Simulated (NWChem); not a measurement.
System: isocyanic acid (CHNO); SMILES C(=N)=O

The following NWChem deck was run.

```
start job
memory heap 200 mb stack 900 mb global 1100 mb
geometry units angstroms noautoz
  N      0.165458     1.178009     0.000000
  C     -0.013213    -0.027901     0.000000
  O     -0.029805    -1.202413     0.000000
  H     -0.566281     1.872091     0.000000
end
basis spherical
  * library 6-31g*
end
dft
  xc kt2
  iterations 150
  mulliken
end
task dft energy
```

Excerpt of the output:

```
             Northwest Computational Chemistry Package (NWChem) 7.3.0
             --------------------------------------------------------

 CS  symmetry detected

                             Geometry "geometry" -> ""
                             -------------------------

 Output coordinates in angstroms (scale by  1.889725989 to convert to a.u.)

  No.       Tag          Charge          X              Y              Z
 ---- ---------------- ---------- -------------- -------------- --------------
    1 N                    7.0000     0.09485905     1.16912198     0.00000000
    2 C                    6.0000    -0.02350420    -0.04419265     0.00000000
    3 O                    8.0000     0.01844579    -1.21807251     0.00000000
    4 H                    1.0000    -0.67055448     1.82588215     0.00000000

 Effective nuclear repulsion energy (a.u.)      58.8967876644

      Symmetry information
      --------------------

 Group name             Cs
 Group number              2
 Group order               2
 No. of unique centers     4

                                 NWChem DFT Module
                                 -----------------

 Summary of "ao basis" -> "ao basis" (spherical)
 ------------------------------------------------------------------------------
       Tag                 Description            Shells   Functions and Types
 ---------------- ------------------------------  ------  ---------------------
 N                           6-31g*                  6       14   3s2p1d
 C                           6-31g*                  6       14   3s2p1d
 O                           6-31g*                  6       14   3s2p1d
 H                           6-31g*                  2        2   2s

      Symmetry analysis of basis
      --------------------------

        a'         32
        a"         12

            General Information
            -------------------
          SCF calculation type: DFT
          Wavefunction type:  closed shell.
          No. of atoms     :     4
          No. of electrons :    22
           Alpha electrons :    11
            Beta electrons :    11
          Charge           :     0
          Spin multiplicity:     1
          Use of symmetry is: on ; symmetry adaption is: on
          Maximum number of iterations: 150
          AO basis - number of functions:    44
                     number of shells:    20
          Convergence on energy requested:  1.00D-06
          Convergence on density requested:  1.00D-05
          Convergence on gradient requested:  5.00D-04

              XC Information
              --------------
                          KT2 Method XC Functional
                        Slater Exchange Functional  1.072 local
                           KT1 gradient correction  1.000 non-local
            Perdew 1991 LDA Correlation Functional  0.577 local

             Grid Information
             ----------------
          Grid used for XC integration:  medium
          Radial quadrature: Mura-Knowles
          Angular quadrature: Lebedev.
          Tag              B.-S. Rad. Rad. Pts. Rad. Cut. Ang. Pts.
          ---              ---------- --------- --------- ---------
          N                   0.65       49           7.0       434
          C                   0.70       49           7.0       434
          O                   0.60       49           8.0       434
          H                   0.35       45           8.0       434
          Grid pruning is: on
          Number of quadrature shells:   192
          Spatial weights used:  Erf1

      Superposition of Atomic Density Guess
      -------------------------------------

 Sum of atomic energies:        -167.20657716

      Non-variational initial energy
      ------------------------------

 Total energy =    -168.452528
 1-e energy   =    -344.054225
 2-e energy   =     116.704910
 HOMO         =      -0.367468
 LUMO         =       0.071849

      Symmetry analysis of molecular orbitals - initial
      -------------------------------------------------

  Numbering of irreducible representations:

     1 a'          2 a"

  Orbital symmetries:

     1 a'          2 a'          3 a'          4 a'          5 a'
     6 a'          7 a'          8 a"          9 a'         10 a'
    11 a"         12 a'         13 a"         14 a'         15 a'
    16 a'         17 a"         18 a'         19 a'         20 a'
    21 a"

     ---------------------------------------------
      Total Density - Mulliken Population Analysis
     ---------------------------------------------

    Atom       Charge   Shell Charges
 -----------   ------   -------------------------------------------------------
    1 N    7     7.91   2.00  0.83  2.55  0.86  1.65  0.02
    2 C    6     4.84   2.00  0.69  1.42  0.27  0.36  0.10
    3 O    8     8.71   2.00  0.95  3.01  0.93  1.80  0.02
    4 H    1     0.54   0.39  0.16

   convergence    iter        energy       DeltaE   RMS-Dens  Diis-err
 ---------------- ----- ----------------- --------- --------- ---------
 d= 0,ls=0.0,diis     1   -171.2048837506 -2.30D+02  2.90D-02  6.73D-01
 d= 0,ls=0.0,diis     2   -170.9424185760  2.62D-01  2.00D-02  3.54D+00
 d= 0,ls=0.0,diis     3   -171.2802201248 -3.38D-01  7.90D-03  1.65D-01
 d= 0,ls=0.0,diis     4   -171.2885090386 -8.29D-03  3.64D-03  8.32D-02
 d= 0,ls=0.0,diis     5   -171.2983700816 -9.86D-03  4.16D-04  1.03D-03
  Resetting Diis
 d= 0,ls=0.0,diis     6   -171.2984693209 -9.92D-05  1.33D-04  4.68D-05
 d= 0,ls=0.0,diis     7   -171.2984761091 -6.79D-06  2.39D-05  5.62D-07
 d= 0,ls=0.0,diis     8   -171.2984760796  2.95D-08  1.79D-05  8.89D-07
 d= 0,ls=0.0,diis     9   -171.2984761344 -5.48D-08  8.45D-06  4.57D-07

         Total DFT energy =     -171.298476134409
      One electron energy =     -345.688057011999
           Coulomb energy =      139.410184173777
    Exchange-Corr. energy =      -23.917390960576
 Nuclear repulsion energy =       58.896787664390

 Numeric. integr. density =       22.000000624098

                  Occupations of the irreducible representations
                  ----------------------------------------------

                     irrep           alpha         beta
                     --------     --------     --------
                     a'                9.0          9.0
                     a"                2.0          2.0

                       DFT Final Molecular Orbital Analysis
                       ------------------------------------

 Vector    9  Occ=2.000000D+00  E=-4.046014D-01  Symmetry=a'
              MO Center= -1.8D-02, -3.1D-01, -7.0D-16, r^2= 1.5D+00
   Bfn.  Coefficient  Atom+Function         Bfn.  Coefficient  Atom+Function
  ----- ------------  ---------------      ----- ------------  ---------------
    31      0.407994  3 O  px                17      0.366968  2 C  px
    35      0.229543  3 O  px                 3      0.190266  1 N  px
    21      0.181341  2 C  px                 4      0.139926  1 N  py
    32      0.125796  3 O  py                18     -0.120408  2 C  py
     6      0.096123  1 N  s                  7      0.096026  1 N  px

 Vector   10  Occ=2.000000D+00  E=-2.860541D-01  Symmetry=a'
              MO Center=  1.8D-01,  3.9D-01, -2.1D-17, r^2= 2.0D+00
   Bfn.  Coefficient  Atom+Function         Bfn.  Coefficient  Atom+Function
  ----- ------------  ---------------      ----- ------------  ---------------
     3      0.426926  1 N  px                31     -0.399448  3 O  px
     7      0.303731  1 N  px                35     -0.280608  3 O  px
     6      0.255425  1 N  s                  2      0.154831  1 N  s
     4      0.142373  1 N  py                 8      0.126001  1 N  py
    43     -0.095417  4 H  s                 18     -0.084518  2 C  py

 Vector   11  Occ=2.000000D+00  E=-2.604916D-01  Symmetry=a"
              MO Center=  5.2D-02,  2.5D-01, -1.8D-15, r^2= 1.9D+00
   Bfn.  Coefficient  Atom+Function         Bfn.  Coefficient  Atom+Function
  ----- ------------  ---------------      ----- ------------  ---------------
     5      0.481347  1 N  pz                33     -0.421277  3 O  pz
     9      0.372894  1 N  pz                37     -0.300672  3 O  pz
    19      0.109663  2 C  pz                25      0.052781  2 C  d -1
    23      0.043450  2 C  pz

 Vector   12  Occ=0.000000D+00  E=-2.438553D-02  Symmetry=a'
              MO Center= -1.3D-01,  2.9D-01, -1.5D-16, r^2= 2.2D+00
   Bfn.  Coefficient  Atom+Function         Bfn.  Coefficient  Atom+Function
  ----- ------------  ---------------      ----- ------------  ---------------
    44      0.605194  4 H  s                 17      0.535835  2 C  px
    21      0.474748  2 C  px                31     -0.367757  3 O  px
    35     -0.352881  3 O  px                 8     -0.324838  1 N  py
     6     -0.290484  1 N  s                 20     -0.262618  2 C  s
    43      0.206943  4 H  s                 22     -0.197970  2 C  py

 Vector   13  Occ=0.000000D+00  E= 3.064321D-02  Symmetry=a"
              MO Center=  6.6D-03,  7.9D-02, -2.6D-16, r^2= 1.7D+00
   Bfn.  Coefficient  Atom+Function         Bfn.  Coefficient  Atom+Function
  ----- ------------  ---------------      ----- ------------  ---------------
    23      0.633296  2 C  pz                19      0.574197  2 C  pz
     9     -0.484270  1 N  pz                37     -0.382211  3 O  pz
     5     -0.379058  1 N  pz                33     -0.366091  3 O  pz
    11     -0.032122  1 N  d -1

[...]
```

Level: KT2/6-31G* (spherical d). Structure relaxed at the B3LYP/6-31G* (spherical d) level.
